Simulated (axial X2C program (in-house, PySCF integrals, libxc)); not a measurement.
Spin–orbit effects down a group: molecules with H (ions), MP2

All values come from calculations with an in-house relativistic program for diatomic molecules, spin-free (one-electron X2C) or two-component (2c: spin–orbit coupling with atomic mean-field Coulomb and Gaunt terms, which also bring small scalar terms), in Dyall basis sets with cores contracted in-house; open shells are unrestricted.

Basis sets: H dyall-v3z, O dyall-av3z, S dyall-av3z, Se dyall-cv3z. Frozen shells (counts by l): OH⁺ O 1s, H none, 6 electrons correlated; SH⁺ S 2s1p, H none, 6 electrons correlated; SeH⁺ Se 3s2p1d, H none, 6 electrons correlated. Where the outer core of a metal is frozen, bonds come out longer and ionisation energies lower.

```json
{"molecule": "OH⁺", "spin-free state": "M_S = 1, Λ = 0", "Re (Å)": "1.025", "ωe (cm⁻¹)": "3192.5", "De (eV)": "4.90", "2c state": "Ω = 1", "Re 2c (Å)": "1.025", "ωe 2c (cm⁻¹)": "3192.6", "De 2c (eV)": "4.90"}
{"molecule": "SH⁺", "spin-free state": "M_S = 1, Λ = 0", "Re (Å)": "1.362", "ωe (cm⁻¹)": "2609.1", "De (eV)": "3.36", "2c state": "Ω = 1", "Re 2c (Å)": "1.362", "ωe 2c (cm⁻¹)": "2608.5", "De 2c (eV)": "3.36"}
{"molecule": "SeH⁺", "spin-free state": "M_S = 1, Λ = 0", "Re (Å)": "1.478", "ωe (cm⁻¹)": "2396.1", "De (eV)": "2.89", "2c state": "Ω = 1", "Re 2c (Å)": "1.479", "ωe 2c (cm⁻¹)": "2393.6", "De 2c (eV)": "2.88"}
```

Q: Work out the shifts from the spin-free to the two-component result.

A: 

```csv
molecule,2c state,ΔRe (Å),Δωe (cm⁻¹),ΔDe (eV)
OH⁺,Ω = 1,0.000,0.1,0.00
SH⁺,Ω = 1,0.000,-0.6,0.00
SeH⁺,Ω = 1,0.001,-2.5,-0.01
```

Shifts of one unit in the last digit are rounding.

Fragments in 2c: O+ + H, S+ + H, Se+ + H. Each entry is the lowest single determinant of a limited PBE0 search at one distance. De goes to single-determinant-based atoms at the same level (for ions the charge split of lowest energy) and is withheld (n/a) where an atom does not fit its ground term or J level. Main or longest-lived isotopes. One determinant is a doubtful description, or other states lie close, for OH⁺, SH⁺, SeH⁺; these need not be ground states, and all values refer to the states named. Some open-shell Ω = 0 determinants are out of reach, so the Ω given for OH⁺, SH⁺, SeH⁺ need not be the lowest component. With several unpaired electrons the Ω given is that of one determinant, not necessarily of the lowest component.
